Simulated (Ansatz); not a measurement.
Geometry optimisation, RHF/def2-SVP in Ansatz 0.2.0.

Input file:

```yaml
crystal:
  periodic: [false, false, false]
  atoms:
    - { symbol: Sn, position_ang: [0.0, 0.0, 0.0] }
    - { symbol: C, position_ang: [0.0, 0.0, 2.5] }
    - { symbol: H, position_ang: [-0.9996, -0.3092, 2.8705] }
    - { symbol: H, position_ang: [0.7676, -0.7111, 2.8705] }
    - { symbol: H, position_ang: [0.232, 1.0203, 2.8705] }
    - { symbol: H, position_ang: [1.6408, 0.0, -0.5794] }
    - { symbol: H, position_ang: [-0.8195, 1.4198, -0.5794] }
    - { symbol: H, position_ang: [-0.8195, -1.4198, -0.5794] }
    - { symbol: Cl, position_ang: [1.4213, 2.1433, 0.8545] }
    - { symbol: H, position_ang: [0.7721, 1.1643, 2.1403] }
basis:
  gaussian: { orbitals: def2-SVP }
hamiltonian:
  xc: hf
relax:
  f_tol: 0.15
  max_steps: 25
  restrain:
    - { distance: [0, 8], at: 2.41, k: 30.0 }
    - { distance: [9, 1], at: 1.11, k: 30.0 }
    - { distance: [0, 1], at: 3.35, k: 30.0 }
    - { distance: [9, 8], at: 2.57, k: 30.0 }
```

Command:

```bash
$ ansatz run input.yaml --threads 1 --pin off --max-ram 2048MiB --backend cpu --events-out ev --progress --plain --runs-dir out
```

**Question.** Where does it end, and by what steps?

**Answer.** It converged. The restraints hold the end off the free minimum. After 20 steps the energy has fallen by 4.923 eV (the restraints' own energy left out); H8 moved furthest, 1.87 Å. Joined: C2–H10 (1.44 → 1.10 Å).

```csv
step,energy less start (eV),largest force component (eV/Å),accepted
0,0.0000,3.130,yes
1,0.8255,4.532,yes
2,0.8039,5.037,yes
3,-0.7184,3.705,yes
4,-2.1917,2.768,yes
5,-3.1838,0.811,yes
6,-3.6545,0.795,yes
7,-3.9712,0.836,yes
8,-4.2598,0.996,yes
9,-4.4653,0.928,yes
10,-4.6229,1.005,yes
11,-4.6918,0.950,yes
12,-4.7362,0.875,yes
13,-4.7539,0.911,no
14,-4.7612,0.840,yes
15,-4.7840,0.762,yes
16,-4.8157,0.686,yes
17,-4.8501,0.671,yes
18,-4.8978,0.412,yes
19,-4.8986,0.695,yes
20,-4.9233,0.333,yes
```

```xyz
10
Properties=species:S:1:pos:R:3
Sn 0.495 0.233 -0.442
C -0.185 0.289 2.855
H -1.096 0.098 2.290
H 0.383 -0.635 2.961
H -0.462 0.648 3.846
H 0.931 0.145 -2.087
H -1.078 0.840 -0.249
H 0.788 -1.234 0.356
Cl 1.984 1.873 0.474
H 0.436 1.050 2.364
```

The run took 49 s on 1 thread of Intel(R) Xeon(R) Platinum 8488C (Sapphire Rapids), with other jobs on the host, peak memory 0.21 GiB.
